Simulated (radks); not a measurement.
Tb II, 64 electrons, occupied as [Xe] 4f9 6s1 (the NIST ground configuration). All-electron calculation, Dirac Kohn-Sham, Slater X-alpha with alpha = 0.584, spin-unpolarised, spherical densities, finite nucleus; open shells fill j = l - 1/2 first; Fermi nuclear charge, rms radius 5.06 fm. Program: a radial shooting solver on a logarithmic mesh with Libxc functionals.

Normalised radial functions P(r) = r R(r) (large component), r in bohr:

r,4f7/2
0.00123,0.0000
0.001667,0.0000
0.002278,0.0000
0.003087,0.0000
0.004184,0.0000
0.005715,0.0000
0.007746,0.0000
0.01058,0.0000
0.01434,0.0001
0.01959,0.0004
0.02655,0.0011
0.03628,0.0032
0.04916,0.0089
0.06663,0.0236
0.09103,0.0593
0.1234,0.1331
0.1685,0.2734
0.2284,0.4854
0.3121,0.7504
0.4229,0.9675
0.5778,1.0429
0.783,0.9472
1.061,0.7434
1.45,0.5089
1.965,0.3166
2.684,0.1772
3.638,0.0915
4.97,0.0402
6.736,0.0142
9.202,0.0033
12.47,0.0005

4f7/2: eigenvalue -6.089 eV, 0 radial nodes, <r> = 0.950 bohr, 90 % of the charge inside 1.69 bohr.
